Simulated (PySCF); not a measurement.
A TDDFT job was run through a driver script with this input:

```
{"job": {"kind": "uv", "xc": "PBE0", "basis": "def2-SVPD", "ip": true, "nstates": 10}, "charge": 0, "multiplicity": 1}
In     0.654394    -1.916884     1.010407
F      1.469855    -1.812190     2.778603
F      0.296343    -3.452295    -0.114709
O     -1.121059    -0.792835     1.278669
In    -2.179498     0.538352     0.014395
F     -3.095638    -0.456319    -1.372093
F     -2.810139     1.839813     1.321558
O     -0.556531     1.562595    -0.874872
In     1.293692     0.858853    -1.621715
F      0.988211    -0.180473    -3.226629
F      2.435658     2.396531    -1.258578
O      1.788725    -0.477217    -0.053527
H     -1.221951    -0.527523     2.204415
H     -0.473297     2.468163    -0.543658
H      2.498494    -0.124701     0.501723
```

The calculation used TDDFT PBE0/def2-SVPD, vertical, gas phase, core orbitals frozen in the response, def2 core potentials past Kr (PySCF). Job line and output are in the format of a driver script around the code.

Question: What does the script print for it, SCF cycles aside?

Answer: 
```
converged SCF energy = -1395.8662414450

Static polarisability (au): isotropic 100.216, principal 98.591 100.703 101.354

Singlet excitations
state   eV       nm        f      main configurations
  1   6.1273    202.3   0.00002   H-2->L 0.84
  2   6.1570    201.4   0.00959   H-3->L 0.74
  3   6.1611    201.2   0.01626   H-4->L 0.71, H-1->L 0.11
  4   6.1826    200.5   0.11419   H->L 0.43, H-5->L 0.17, H-6->L 0.11
  5   6.1877    200.4   0.10817   H-1->L 0.36, H->L 0.12, H-7->L 0.10
  6   6.2510    198.3   0.02317   H-7->L 0.35, H-5->L 0.26, H-6->L 0.19
  7   6.2709    197.7   0.00510   H-8->L 0.78
  8   6.2787    197.5   0.04031   H-9->L 0.49, H-10->L 0.13, H-6->L 0.08
  9   6.2854    197.3   0.08436   H-10->L 0.23, H-5->L 0.15, H-9->L 0.12
 10   6.2874    197.2   0.02204   H-10->L 0.46, H-5->L 0.14, H-6->L 0.12

Triplet excitations (Tamm-Dancoff, eV): 5.7358 5.7401 5.8476 5.8506
Vertical ionisation energy (delta-SCF) = 12.4865 eV
Vertical electron affinity (delta-SCF) = 2.2229 eV
```

The structure is a single PBE0-D3(BJ)/def2-SVP conformer in the gas phase; no vibrational or solvent corrections. Atoms past krypton carry effective core potentials; spin–orbit coupling is left out.

H and L stand for HOMO and LUMO.

All these states lie below the vertical ionisation energy of 12.49 eV (ΔSCF).
